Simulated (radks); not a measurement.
Values are calculated unless marked as measured or tabulated.
Task: These are the eigenvalues of the occupied orbitals of an atom or ion with whole-number occupations (hartree). Code: a radial shooting solver on a logarithmic mesh with Libxc functionals. Model: Dirac Kohn-Sham, exchange-only PBE, spin-unpolarised, spherical densities, finite nucleus; Fermi nuclear charge, rms radius of each element as measured or else 0.836 A^(1/3) + 0.57 fm.

| orbital | eigenvalue |
|---|---|
| 1s1/2 | -933.3055 |
| 2s1/2 | -174.5692 |
| 2p1/2 | -165.5156 |
| 2p3/2 | -159.5843 |
| 3s1/2 | -61.29350 |
| 3p1/2 | -57.95527 |
| 3p3/2 | -56.63635 |
| 3d3/2 | -51.41572 |

Which element is it, and in what charge state? The configuration may be excited. Open shells, if any, fill j = l - 1/2 first.

Result: Z = 46, palladium, charge +27: Pd27+ in [Ar] 3d1. The list shows which subshells hold electrons but not how many an open one holds; the 1s level, -933.31 hartree, gives Z - s = 43.2 by -(Z - s)^2/2, which with screening and relativity narrows Z to a few neighbours, and the depths of the outer levels then fix element, charge and occupations together.
